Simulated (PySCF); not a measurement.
Computed with PySCF with B3LYP-D3(BJ)/def2-TZVP // B3LYP-D3(BJ)/def2-SVP. All species are isolated molecules in the gas phase. One relaxed conformer stands for a flexible species; it need not be the lowest. B3LYP has the VWN-RPA correlation part, as in Gaussian. Excitations are Tamm–Dancoff values on a coarser integration grid. The basis has no diffuse functions, so Rydberg states are missing or too high.

Reference species (SMILES): `c1(ccc(cc1)/C=C/C=C)[SiH3]` (C–C–C–C torsion 180°, C–C–C–C torsion -2°) (neutral, multiplicity 1).

| Item | Value |
|---|---|
| brightest of the four lowest singlets (TDA) | 4.33 eV |
| LUMO | -1.94 eV |
| HOMO–LUMO gap | 4.10 eV |

Changed species: `C=C/C=C\c1ccc([SiH3])cc1` (C–C–C–C torsion 175°, C–C–C–C torsion 148°).

### Question
What does the change do to the brightest of the four lowest singlets (TDA), LUMO and HOMO–LUMO gap?

### Answer
the brightest of the four lowest singlets (TDA) goes up by 0.07 eV, to 4.40 eV; the LUMO increases by 0.14 eV, to -1.80 eV; the HOMO–LUMO gap rises by 0.27 eV, to 4.37 eV.
